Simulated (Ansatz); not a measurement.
Consider the ligand exchange at the Al–N bond: `[NH2][Al]([Cl])[Cl]` + H₂S → `[SH][Al]([Cl])[Cl]` + NH₃.

Calculated with Ansatz (gas phase, PBE0-D4/def2-TZVP geometries, no zero-point term in ΔE). CCSD(T)/CBS is the MP2 limit (def2-TZVPP, def2-QZVPP) plus CCSD(T) − MP2 in def2-TZVPP, frozen cores. This one scheme is used for every species. Functionals use def2-TZVPP. B3LYP here is the variant with VWN-RPA as its local correlation; programs differ in this. HSE06 is defined as in plane-wave codes. One conformer a species, not always the lowest.

| level | ΔE (kJ/mol) | difference from CCSD(T)/CBS |
| --- | --- | --- |
| LDA (SPW92) | -17.3 | 0.5 |
| PBE-D4 | -23.8 | -6.0 |
| revPBE-D4 | -24.1 | -6.3 |
| r2SCAN-D4 | -18.9 | -1.1 |
| PBE0-D4 | -23.0 | -5.2 |
| B3LYP-D4 | -14.8 | 3.0 |
| r2SCANh-D4 | -19.0 | -1.2 |
| r2SCAN0-D4 | -19.0 | -1.2 |
| HSE06-D4 | -23.3 | -5.5 |
| BHLYP-D4 | -14.3 | 3.5 |
| CAM-B3LYP-D4 | -9.7 | 8.1 |
| ωB97X-V | -15.2 | 2.6 |
| ωB97M-V | -15.7 | 2.1 |
| B2PLYP | -13.9 | 3.9 |
| PBE-QIDH | -20.2 | -2.4 |
| PBE | -22.6 | -4.8 |
| BLYP | -13.0 | 4.8 |
| r2SCAN | -18.7 | -0.9 |
| PBE0 | -21.8 | -4.0 |
| B3LYP | -12.7 | 5.1 |
| r2SCAN0 | -18.7 | -0.9 |
| BHLYP | -11.1 | 6.7 |
| CAM-B3LYP | -8.3 | 9.5 |
| LC-ωPBE | -14.6 | 3.2 |
| RPA@PBE/def2-TZVPP | -13.0 | 4.8 |
| HF/def2-SVP | -9.5 | 8.3 |
| MP2/def2-SVP | -13.2 | 4.6 |
| CCSD/def2-SVP | -10.9 | 6.9 |
| CCSD(T)/def2-SVP | -12.5 | 5.3 |
| HF/def2-TZVPP | -10.0 | 7.8 |
| MP2/def2-TZVPP | -17.5 | 0.3 |
| SCS-MP2/def2-TZVPP | -13.8 | 4.0 |
| CCSD/def2-TZVPP | -12.8 | 5.0 |
| CCSD(T)/def2-TZVPP | -15.1 | 2.7 |
| HF/def2-QZVPP | -8.8 | 9.0 |
| MP2/def2-QZVPP | -18.6 | -0.8 |
| SCS-MP2/def2-QZVPP | -15.0 | 2.8 |
| HF/CBS(def2) | -8.6 | 9.2 |
| MP2/CBS(def2) | -20.2 | -2.4 |
| CCSD/CBS(def2) | -15.6 | 2.2 |
| CCSD(T)/CBS | -17.8 | 0 |

Largest T1 diagnostic among the species: 0.009.

Leaving LDA and LC-ωPBE aside and taking each functional with its dispersion term where it has one, the values spread over 14.4 kJ/mol, from revPBE-D4 to CAM-B3LYP-D4. LDA lies +5.4 kJ/mol from PBE without D4. At CCSD(T), def2-SVP lies +5.3 kJ/mol from the extrapolated value and def2-TZVPP +2.7 kJ/mol.
